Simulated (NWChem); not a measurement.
# CF$_{2}$, triplet; SMILES F[C]F

Program: NWChem. Spin-unrestricted. In the optimisation the excess spin sits in a1 and b2 (C2v, its own frame). No stability test was run on the SCF state. Each level has its own optimisation; frequencies are unscaled.

Task: Taking PBE0/def2-TZVP as the yardstick, which of these has the fewest basis functions while keeping “dipole (D)” within 0.1 D of it: PBE0/def2-SVPD; PBE0/STO-3G; PBE0/def2-SVP?

Result: PBE0/def2-SVP.
| level | basis functions | dipole (D) | relative time (rough) |
|---|---|---|---|
| PBE0/STO-3G | 15 | 0.14 | 1 |
| PBE0/def2-SVP | 42 | 0.37 | 3 |
| PBE0/def2-SVPD | 66 | 0.41 | 7 |
| PBE0/def2-TZVP | 93 | 0.35 | 20 |

The yardstick is one finite set, not the basis-set limit.
